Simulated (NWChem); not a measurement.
## Correlation energy of CCl

```xyz
2

C      0.0000     0.0000     1.2387
Cl     0.0000     0.0000    -0.4372
```
Charge 0, spin multiplicity 2.

The numbers come from NWChem runs, not from measurements. The geometry was optimised at UPBE/def2-SVP, a minimum by its harmonic frequencies.

Basis set: cc-pVDZ. Each correlation energy counts from its own Hartree-Fock reference.

The correlated methods keep 6 core orbitals frozen. This spin state was chosen for the runs; another may lie lower. The structure started from a generated list of species. The unpaired electrons of the parent sit in orbitals of symmetry b1 (C2v labels of the run); other states weren't searched. The stability of the SCF solutions was not checked. Open-shell Hartree-Fock references start from PBE0 orbitals. No row is a measurement; the coupled-cluster row has its own basis-set and correlation limits.

Question: Order these methods by the correlation energy they give, lowest first: CCSDT on ROHF, URI-MP2, CCSD[T] on UHF, CCSD on ROHF, CCSD on UHF.

Answer: CCSDT on ROHF (-262.8 mHa), CCSD[T] on UHF (-257.9 mHa), CCSD on ROHF (-253.3 mHa), CCSD on UHF (-248.6 mHa), URI-MP2 (-219.6 mHa)
